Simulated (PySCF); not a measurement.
Excitations are Tamm–Dancoff values on a coarser integration grid. The basis has no diffuse functions, so Rydberg states are missing or too high.

# CCl3F, SMILES `FC(Cl)(Cl)Cl` (charge 0, multiplicity 1)

Level of theory: PBE0-D3(BJ)/def2-TZVP in PySCF.

The HOMO comes out as -9.12 eV. The dipole moment is 0.36 D, the HOMO–LUMO gap is 7.96 eV and the LUMO is -1.15 eV. The S1 excitation (TDA) comes out as 6.35 eV. The S1 oscillator strength is 0.000, the T1 excitation (TDA) is 5.68 eV and the S1–T1 gap (TDA) is 0.67 eV. The total energy comes out as -1518.0465 Ha and the cost comes out as roughly 60 core-seconds.

Bond lengths (Å): F1–C2 1.333, C2–Cl3 1.760, C2–Cl4 1.760, C2–Cl5 1.760. Bond angles (°): F1–C2–Cl3 108.5, F1–C2–Cl4 108.5, F1–C2–Cl5 108.5, Cl3–C2–Cl4 110.4, Cl3–C2–Cl5 110.4, Cl4–C2–Cl5 110.4.
